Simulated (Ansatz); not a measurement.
`N#[C][GaH][F]` + silanol → `[F][GaH][O][SiH3]` + `C#N`  (ligand exchange at a Ga–C bond)

Computed with Ansatz on PBE0-D4/def2-TZVP structures; ΔE is electronic, products minus reactants. CCSD(T)/CBS adds triple-zeta CCSD(T) − MP2 to the extrapolated MP2 energy (def2 sets, frozen cores). This one scheme is used for every species. Functionals use def2-TZVPP. For Ga outer-core shells are correlated without core-valence functions, which leaves a few kJ/mol of doubt a bond. Scalar relativity is left out up to krypton. Each species was taken in one conformer, which may not be the lowest.

```csv
level,ΔE (kJ/mol),difference from CCSD(T)/CBS
r2SCAN-D4,-42.5,0.1
PBE0-D4,-37.1,5.5
r2SCANh-D4,-42.0,0.6
B2PLYP,-42.5,0.1
PBE-QIDH,-39.1,3.5
CAM-B3LYP,-42.1,0.5
LC-ωPBE,-37.7,4.9
CCSD/def2-SVP,-54.7,-12.1
SCS-MP2/def2-TZVPP,-43.3,-0.7
CCSD/def2-TZVPP,-41.7,0.9
CCSD(T)/CBS,-42.6,0
```

Largest T1 diagnostic among the species: 0.015.

The D4 term adds −3.9 kJ/mol with B3LYP and −2.2 kJ/mol with PBE0; it sums over pairs of atoms, weighted by their polarisabilities, and B3LYP, whose exchange is more repulsive, gets the larger term. At CCSD(T), def2-SVP lies −11.8 kJ/mol from the extrapolated value and def2-TZVPP +1.0 kJ/mol. Leaving LDA and LC-ωPBE aside and taking each functional with its dispersion term where it has one, the values, not all of them listed here, spread over 9.3 kJ/mol, from BHLYP-D4 to revPBE-D4. LDA lies −4.4 kJ/mol from PBE without D4.

B3LYP here is the variant with VWN-RPA as its local correlation; programs differ in this.
